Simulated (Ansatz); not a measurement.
A nudged elastic band was laid between two geometries of C₂H₉NSSi₂ (15 atoms, charge 0, multiplicity 1).

The calculation used RKS revPBE-D4/STO-3G in Ansatz.

| Item | Value |
| --- | --- |
| movable images | 5 |
| climbing image | yes |
| spring | 5.0 eV/Å² |
| optimiser | quadratic models (default) |
| start path | through a guess of the saddle point |
| force threshold | 0.05 eV/Å |
| iteration limit | 60 |
| end points | relaxed |

Initial state:

```xyz
15
Properties=species:S:1:pos:R:3
N -1.304 1.196 1.166
C -0.438 0.241 0.500
C -0.645 -1.108 0.520
Si 0.505 -2.391 -0.175
Si 1.025 1.145 -0.290
S 0.258 3.115 -0.691
H -1.225 2.132 0.638
H -2.313 0.873 1.175
H -1.570 -1.468 1.007
H 0.242 -2.646 -1.590
H 1.893 -1.958 -0.061
H 0.343 -3.650 0.541
H 2.155 1.284 0.622
H 1.462 0.481 -1.515
H -0.409 2.705 -1.818
```

Final state:

```xyz
15
Properties=species:S:1:pos:R:3
N -1.475 1.172 0.827
C -0.542 0.197 0.293
C -0.660 -1.147 0.498
Si 0.569 -2.434 -0.025
Si 0.868 1.071 -0.626
S 0.131 3.064 -0.964
H -1.439 2.041 0.190
H -2.463 0.790 0.861
H -1.563 -1.497 1.032
H 0.118 -3.165 -1.208
H 1.847 -1.810 -0.344
H 0.777 -3.410 1.040
H 2.114 1.096 0.138
H 1.107 0.452 -1.924
H 0.589 3.528 0.242
```

Q: What changes between the two ends?

A: No bond is made or broken. The dihedral C2–Si5–S6–H15 goes from -79 to 88°.

Q: What energy profile does the band end with?

A: The run converged. The highest image is number 2 of 0 to 6, 4.3 kcal/mol above the first end and 4.5 kcal/mol above the last; the last end lies 0.3 kcal/mol below the first. A vibrational analysis at the climbing image gives one clearly imaginary mode, 197i cm⁻¹: a first-order saddle point. Limits of this set-up: minimal basis.

| image | path coordinate (Å) | energy (kcal/mol) | dihedral C2–Si5–S6–H15 (°) |
| --- | --- | --- | --- |
| 0 | 0.00 | 0.0 | -79 |
| 1 | 1.44 | 0.7 | -65 |
| 2 | 2.87 | 4.3 | 8 |
| 3 | 4.27 | 3.2 | 67 |
| 4 | 5.67 | 1.8 | 109 |
| 5 | 7.07 | 0.0 | 96 |
| 6 | 8.47 | -0.3 | 88 |

Q: What is the geometry of the highest image?

A: 
```xyz
15
Properties=species:S:1:pos:R:3
N -1.142 1.232 1.400
C -0.341 0.343 0.549
C -0.592 -0.998 0.504
Si 0.423 -2.303 -0.355
Si 1.116 1.209 -0.277
S 0.402 2.426 -1.898
H -1.355 2.138 0.881
H -2.089 0.780 1.580
H -1.488 -1.350 1.051
H 0.551 -2.020 -1.781
H 1.768 -2.399 0.204
H -0.237 -3.592 -0.197
H 1.816 2.030 0.710
H 2.061 0.218 -0.780
H -0.913 2.236 -1.561
```

Q: What are the harmonic wavenumbers there?

A: 197i, 5i, 116, 133, 159, 184, 302, 353, 388, 467, 568, 604, 611, 706, 736, 749, 808, 858, 879, 898, 982, 1044, 1087, 1089, 1093, 1201, 1266, 1429, 1720, 1777, 2557, 2568, 2601, 2612, 2634, 2869, 3298, 3401, 3602 cm⁻¹.

The band took 33 iterations and of the order of 11 core-minutes.

The run took 11 min on 1 thread of Arm Neoverse V1, on a shared host, peak memory 0.11 GiB.
